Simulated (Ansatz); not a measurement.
Two isomers of Cl3FH2Si2: A = `F[Si](Cl)(Cl)[SiH2]Cl`, B = `F[SiH2][Si](Cl)(Cl)Cl`.

Gas-phase electronic energies from Ansatz, PBE0-D4/def2-TZVP geometries. CCSD(T)/CBS adds triple-zeta CCSD(T) − MP2 to the extrapolated MP2 energy (def2 sets, frozen cores). DFT in def2-TZVPP. B3LYP here is the variant with VWN-RPA as its local correlation; programs differ in this. One conformer a species, not always the lowest.

A:

```xyz
8

F    -1.567   -1.302   -0.990
Si   -0.533   -0.977    0.169
Cl   -1.580   -0.837    1.905
Cl    0.770   -2.539    0.284
Si    0.644    0.991   -0.273
Cl   -0.691    2.548   -0.332
H     1.621    1.225    0.816
H     1.335    0.890   -1.580
```

B:

Z-matrix (Å, degrees):
```
Si
Si 1 2.339
F 1 1.599 2 109.3
H 1 1.483 2 109.4 3 119.1
H 1 1.483 2 109.4 3 -119.1
Cl 2 2.044 1 107.4 3 -179.8
Cl 2 2.039 1 111.6 3 -60.7
Cl 2 2.039 1 111.5 3 61.0
```

Problem. Which isomer does CCSD(T)/CBS put lower? Give the gap. (Estimate.)

Solution. Ansatz gave: A, by 13.6 kJ/mol.

Problem. Give E(B) − E(A) in kJ/mol with CCSD/def2-TZVPP, B2PLYP, MP2/def2-TZVPP, PBE-D4, ωB97M-V, B3LYP, HF/def2-TZVPP. (Best estimate.)

Solution. Computed: CCSD/def2-TZVPP 15.1, B2PLYP 13.7, MP2/def2-TZVPP 12.1, PBE-D4 13.2, ωB97M-V 14.3, B3LYP 14.1, HF/def2-TZVPP 16.1. None reverses the order clearly.

Largest T1 diagnostic: 0.011.
